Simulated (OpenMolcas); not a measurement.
S3+: the spin-orbit constant, worked from levels

```json
{
 "Program": "OpenMolcas",
 "Basis": "ANO-R3 [6s5p4d3f1g]",
 "Scalar Hamiltonian": "X2C, finite nucleus",
 "Active space": "3 electrons in 4 orbitals (3s 3p)",
 "State averaging": "2S+1 = 4 odd, 1 root; 2S+1 = 2 odd, 11 roots; 2S+1 = 4 even, 3 roots; 2S+1 = 2 even, 9 roots",
 "Spin-orbit coupling": "RASSI with atomic mean-field integrals over the reference wave functions, term energies averaged over their components"
}
```

Methods: CASSCF; MS-CASPT2, IPEA 0.25 Eh, imaginary shift 0.1 Eh (closed shells correlated: 2s 2p). Measured levels: NIST levels in Podobedova, Kelleher and Wiese, J. Phys. Chem. Ref. Data 38, 171 (2009).

**The spin-orbit constant.** For the Hund term ²P° of p1, E(J) = (A/2) J(J+1) + constant and ζ = 2S·A = A. From J = 1/2 to J = 3/2 the energy changes by 1.5 A.

```csv
Source,E(3/2) - E(1/2),A,ζ
CASSCF,850.8,567.2,567
MS-CASPT2,857.1,571.4,571
measured,951.4,634.3,634
```

All in cm-1. MS-CASPT2 is off by -9.9 % and CASSCF by -10.6 %. Both methods take the spin-orbit matrix elements from the reference wave functions, so the second can move ζ only through the term energies and any multistate remixing.

Over all roots computed the reference weight is 0.87 to 0.98 in MS-CASPT2; the roots of lowest weight are the least certain, and an intruder state may touch them. Measured partners are found by configuration, term and J. A level has none where our copy of the source lacks it or the pairing is in doubt (some pairs that miss far off the trend of their configuration count as doubtful), and it then counts in no deviation. Only configurations of the active space appear.

° marks odd parity.
